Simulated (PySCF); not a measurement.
PySCF 2.14 output of an unrestricted r2SCAN calculation on a single atom or ion in x2c-TZVPPall (6s5p4d2f1g, 64 functions), with the spin-free X2C one-electron Hamiltonian (Gaussian nucleus):

```
SCF conv_tol = 1e-09
number electrons alpha = 15  beta = 13
    J. W. Furness, A. D. Kaplan, J. Ning, J. P. Perdew, and J. Sun.,  J. Phys. Chem. Lett. 11, 8208-8215 (2020)
    J. W. Furness, A. D. Kaplan, J. Ning, J. P. Perdew, and J. Sun.,  J. Phys. Chem. Lett. 11, 9248-9248 (2020)
    J. W. Furness, A. D. Kaplan, J. Ning, J. P. Perdew, and J. Sun.,  J. Phys. Chem. Lett. 11, 8208-8215 (2020)
    J. W. Furness, A. D. Kaplan, J. Ning, J. P. Perdew, and J. Sun.,  J. Phys. Chem. Lett. 11, 9248-9248 (2020)
cycle= 1 E= -1654.32870260049  delta_E= -0.00867  |g|= 0.198  |ddm|= 0.212
cycle= 2 E= -1654.31351898692  delta_E= 0.0152  |g|= 0.385  |ddm|= 0.178
cycle= 3 E= -1654.33496942832  delta_E= -0.0215  |g|= 0.00964  |ddm|= 0.0944
cycle= 4 E= -1654.33498956102  delta_E= -2.01e-05  |g|= 0.00119  |ddm|= 0.00912
cycle= 5 E= -1654.33499018628  delta_E= -6.25e-07  |g|= 7.16e-05  |ddm|= 0.00472
cycle= 6 E= -1654.33499019066  delta_E= -4.38e-09  |g|= 3.53e-06  |ddm|= 0.000441
cycle= 7 E= -1654.33499019067  delta_E= -9.32e-12  |g|= 8.2e-07  |ddm|= 8.95e-06
converged SCF energy = -1654.33499019067  <S^2> = 2.0008764  2S+1 = 3.0005842
```

The run itself started from symmetry-adapted Hartree-Fock orbitals and held the occupation by maximum overlap, on a logarithmic radial grid, so the iterations belong to that start.

Which element, charge and spin multiplicity is this?

Cu⁺ (copper, charge +1), multiplicity 3; the state was [Ar] 3d9 4s1, high-spin 3D determinant (an excited configuration).
